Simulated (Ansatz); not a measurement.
Molecule: FeF (charge 0, sextet). The spin state was set by rule; other spins were not relaxed. 
Coordinates optimised at B3LYP-D3(BJ)/def2-TZVP (Ansatz, a program for electronic structure):
SMILES: [Fe][F]
```xyz
2

Fe     0.0000     0.0000    -0.4594
F      0.0000     0.0000     1.3271
```
Charge 0, spin multiplicity 6.

Wanted: atomisation energy (electronic, to ground-state atoms), in kcal/mol. Correlated levels leave the core frozen unless marked. Open shells are spin-unrestricted. No spin-orbit coupling. Frozen are the shells of the preceding noble gas and the d and f shells that filled before the atom's block. No relativistic terms. FCI takes restricted orbitals. The coupled-cluster limit lacks core correlation, which all-electron functionals hold. Basis-set limits of correlation are two-point, X^-3; Hartree-Fock from the larger set. [CCSD(T)-MP2]/basis is that difference in the basis named.

```tsv
level	program	atomisation energy (kcal/mol)
HF/def2-QZVPP	Ansatz	83.3
SVWN5/def2-TZVPD	Ansatz	132.0
LC-wPBE/def2-TZVPD	Ansatz	118.0
B2PLYP/def2-TZVPD	Ansatz	109.2
MP2/def2-TZVPPD	Ansatz	118.3
RI-MP2/CBS(def2-TZVPPD,def2-QZVPPD)	Ansatz	120.0
SCS-MP2/STO-3G	Ansatz	85.2
CCSD/STO-3G	Ansatz	86.0
CCSD/6-31G	Ansatz	87.0
CCSD/6-31G*	Ansatz	97.2
CCSD(T)/6-31G*	Ansatz	98.1
CCSD(T)/def2-TZVPPD	Ansatz	107.9
FCI/STO-3G	Ansatz	95.2
RI-MP2/CBS(def2-TZVPPD,def2-QZVPPD)+[CCSD(T)-MP2]/def2-QZVPPD	Ansatz	110.2
CCSD(T)/CBS(def2-TZVPPD,def2-QZVPPD)	Ansatz	110.7
```
